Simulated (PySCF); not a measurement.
AlGeH5O2, SMILES [GeH3][Al]([OH])[OH].

Geometry: PBE0-D3(BJ)/def2-SVP. The structure was generated by enumeration; whether it is a known compound was not checked. One conformer was computed; it need not be the lowest.

Two levels are set side by side: TDDFT-PBE/def2-SVPD (PySCF) and TDDFT-B3LYP/def2-SVPD (PySCF). Vertical, same geometry. The lowest singlet is HOMO→LUMO 95 % with PBE and HOMO→LUMO 98 % with the other functional; states are paired by order. Differences are taken from unrounded values.

| quantity | TDDFT-B3LYP | TDDFT-PBE | TDDFT-PBE minus TDDFT-B3LYP |
|---|---|---|---|
| lowest singlet excitation (eV) | 6.24 | 5.87 | -0.37 |
| lowest triplet excitation (TDA) (eV) | 5.24 | 5.01 | -0.22 |
| first bright state (f over 0.05) (eV) | 6.24 | 5.87 | -0.37 |
| its oscillator strength | 0.25 | 0.20 | -0.05 |

A lower first singlet is the usual sign of a functional without exact exchange. Differences between two approximate levels are no errors against the true value.

Rough cost on one machine, each run with all the roots and properties that it gave: TDDFT-B3LYP against TDDFT-PBE about 4 times.
